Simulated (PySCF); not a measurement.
FGeH₃O₂. Atoms are numbered in the order given.

```xyz
7

Ge     0.1806     0.0705    -0.2063
O     -0.7199     1.5573     0.1384
O     -0.9781    -1.2212    -0.6183
F      0.9838    -0.5182     1.2451
H      1.2406     0.3994    -1.2682
H     -1.5400     1.3534     0.6277
H     -0.7506    -2.0335    -0.1260
```
Charge 0, spin multiplicity 1.

The structure is a stationary point at PBE-D3(BJ)/def2-SVP. The values are those of a single conformer.

Calculation: PySCF 2.14.0 with TDA-B3LYP/def2-SVPD.

Vertical excitations. Gas-phase values at a fixed geometry.

```json
[
 {"state": "S1", "energy (eV)": "7.35", "λ (nm)": "169", "f": "0.075", "main pairs": "HOMO→LUMO 94 %"},
 {"state": "S2", "energy (eV)": "7.54", "λ (nm)": "164", "f": "0.025", "main pairs": "HOMO−1→LUMO 94 %"},
 {"state": "S3", "energy (eV)": "8.24", "λ (nm)": "151", "f": "0.025", "main pairs": "HOMO→LUMO+1 52 %, HOMO−2→LUMO 39 %"},
 {"state": "S4", "energy (eV)": "8.37", "λ (nm)": "148", "f": "0.027", "main pairs": "HOMO→LUMO+2 61 %, HOMO→LUMO+1 17 %"},
 {"state": "S5", "energy (eV)": "8.41", "λ (nm)": "147", "f": "0.078", "main pairs": "HOMO−2→LUMO 36 %, HOMO→LUMO+2 29 %, HOMO→LUMO+1 14 %, HOMO−3→LUMO 11 %"},
 {"state": "S6", "energy (eV)": "8.54", "λ (nm)": "145", "f": "0.014", "main pairs": "HOMO−1→LUMO+1 69 %, HOMO−1→LUMO+2 18 %"},
 {"state": "S7", "energy (eV)": "8.68", "λ (nm)": "143", "f": "0.006", "main pairs": "HOMO−3→LUMO 46 %, HOMO→LUMO+3 28 %, HOMO−1→LUMO+2 12 %"},
 {"state": "S8", "energy (eV)": "8.80", "λ (nm)": "141", "f": "0.053", "main pairs": "HOMO→LUMO+3 49 %, HOMO−1→LUMO+2 19 %, HOMO−1→LUMO+1 12 %"},
 {"state": "S9", "energy (eV)": "9.03", "λ (nm)": "137", "f": "0.019", "main pairs": "HOMO−1→LUMO+3 60 %, HOMO−3→LUMO 10 %"},
 {"state": "S10", "energy (eV)": "9.13", "λ (nm)": "136", "f": "0.086", "main pairs": "HOMO−1→LUMO+2 23 %, HOMO−1→LUMO+3 21 %, HOMO−3→LUMO 18 %, HOMO−4→LUMO 10 %"},
 {"state": "T1", "energy (eV)": "6.73", "λ (nm)": "184", "f": "0", "main pairs": "HOMO→LUMO 91 %"},
 {"state": "T2", "energy (eV)": "7.05", "λ (nm)": "176", "f": "0", "main pairs": "HOMO−1→LUMO 84 %"},
 {"state": "T3", "energy (eV)": "7.58", "λ (nm)": "164", "f": "0", "main pairs": "HOMO−2→LUMO 87 %"},
 {"state": "T4", "energy (eV)": "7.81", "λ (nm)": "159", "f": "0", "main pairs": "HOMO→LUMO+1 56 %, HOMO−3→LUMO 27 %"}
]
```
Triplets are in the Tamm–Dancoff approximation.
